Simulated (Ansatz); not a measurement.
Mulliken charges of `OC1=[CH][InH][NH]1` from PBE/def2-TZVPP in Ansatz (PBE0-D4/def2-TZVP geometry).

```csv
atom,x (Å),y (Å),z (Å),charge (e)
O1,0.105,1.825,-0.734,-0.221
C2,0.075,0.544,-0.323,0.209
C3,1.009,-0.383,-0.716,-0.367
In4,0.198,-1.779,0.546,0.486
N5,-0.934,0.113,0.500,-0.438
H6,-0.750,2.220,-0.531,0.187
H7,1.740,-0.257,-1.498,0.084
H8,-0.152,-3.107,1.523,-0.057
H9,-1.204,0.778,1.215,0.117
```

Problem. By hand: the dipole of these point charges (1 e Å = 4.8032 D).

Solution. Σ q r = (0.001, -0.401, 0.234) e Å, of length 0.464 e Å = 2.23 D.

Problem. How does the dipole of the full density compare? (Estimate.)

Solution. The calculation gave: (-0.185, -0.117, 0.298) e Å, 1.78 D; the point charges give 1.25 times that, at 47° from its direction.

Point charges leave out the atoms' own dipoles, such as those of lone pairs, and Mulliken's split depends on the basis, so the two needn't agree.
